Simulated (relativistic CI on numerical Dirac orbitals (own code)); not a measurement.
Slater and spin-orbit integrals, Pr XXXVIII

Calculated at this level of theory: Dirac-Coulomb-Breit CI, KLI orbitals optimised for each configuration, a model potential for QED, unscaled Slater integrals (own radial code, finite nucleus).

Slater integrals F^k, G^k are unscaled and averaged over j, outside the closed core [Ne]; ζ comes from projecting the Hamiltonian with its Breit term on Σ l·s of the shell.

- 3s2 3p6 3d4: F^2(3d,3d) = 453620, F^4(3d,3d) = 292820, ζ(3d) = 78175 cm⁻¹; <r>(3d) = 0.2249, <r^2>(3d) = 0.05871 (bohr units).
- 3s2 3p5 3d5: ζ(3p) = 588560, F^2(3d,3d) = 452760, F^4(3d,3d) = 292230, F^2(3p,3d) = 393930, G^1(3p,3d) = 422370, G^3(3p,3d) = 281330, ζ(3d) = 77337 cm⁻¹; <r>(3p) = 0.2519, <r^2>(3p) = 0.07335, <r>(3d) = 0.2253, <r^2>(3d) = 0.05892 (bohr units).
- 3s 3p6 3d5: F^2(3d,3d) = 452450, F^4(3d,3d) = 292030, G^2(3s,3d) = 319530, ζ(3d) = 77778 cm⁻¹; <r>(3s) = 0.2573, <r^2>(3s) = 0.07552, <r>(3d) = 0.2255, <r^2>(3d) = 0.059 (bohr units).

Give the Racah parameters of the d shell in 3s2 3p6 3d4.

B = F²/49 − 5F⁴/441 = 5938 cm⁻¹ and C = 35F⁴/441 = 23239 cm⁻¹.

Averages of the first 10 configurations, taken without configuration mixing, which lowers the lowest level and can move excited configurations by several eV; other configurations of the list can lie among them:

| Configuration | Parity | States | Average energy above the lowest level (eV) |
| --- | --- | --- | --- |
| 3s2 3p6 3d4 | even | 210 | 65.9 |
| 3s2 3p5 3d5 | odd | 1512 | 349.8 |
| 3s 3p6 3d5 | even | 504 | 583.2 |
| 3s2 3p6 3d3 4s | even | 240 | 1112.7 |
| 3s2 3p6 3d3 4p | odd | 720 | 1199.5 |
| 3s2 3p6 3d3 4d | even | 1200 | 1309.2 |
| 3s2 3p5 3d4 4s | odd | 2520 | 1389.0 |
| 3s2 3p6 3d3 4f | odd | 1680 | 1403.1 |
| 3s 3p6 3d4 4s | even | 840 | 1623.9 |
| 3p6 3d5 4p | odd | 1512 | 2227.5 |
